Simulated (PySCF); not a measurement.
## LiIn⁺ at PBE0

Level: PBE0. basis Li cc-pVDZ, In cc-pVDZ-PP with ECP28; scalar-relativistic core potentials; PySCF 2.14.

```
state                                                                                                              : ⁴Π (quartet), unpaired electrons σ ↑↑, π ↑, a second solution, started from another occupation
bond length                                                                                                        : 3.203 Å
harmonic wavenumber                                                                                                : 203 cm⁻¹
force constant                                                                                                     : 0.161 mdyn/Å
rotational constant Be                                                                                             : 0.2485 cm⁻¹
anharmonicity ωexe                                                                                                 : 1.41 cm⁻¹
vibration–rotation constant αe                                                                                     : 0.00276 cm⁻¹
energy of the minimum from ground-state Li⁺ + In                                                                   : 3.43 eV
bond order (Mayer)                                                                                                 : 0.58
dipole moment (positive dipole points towards In; it is taken about the centre of mass and depends on that origin) : -9.60 D
```

Spin–orbit coupling is left out, which matters for elements this heavy, above all for dissociation energies. For an ion De counts to the pair picked by the measured ionisation energies or electron affinities, which need not be the lowest pair at this level. Counting both spins, an empty level lies below a filled one in this solution, because spin and occupation are held.
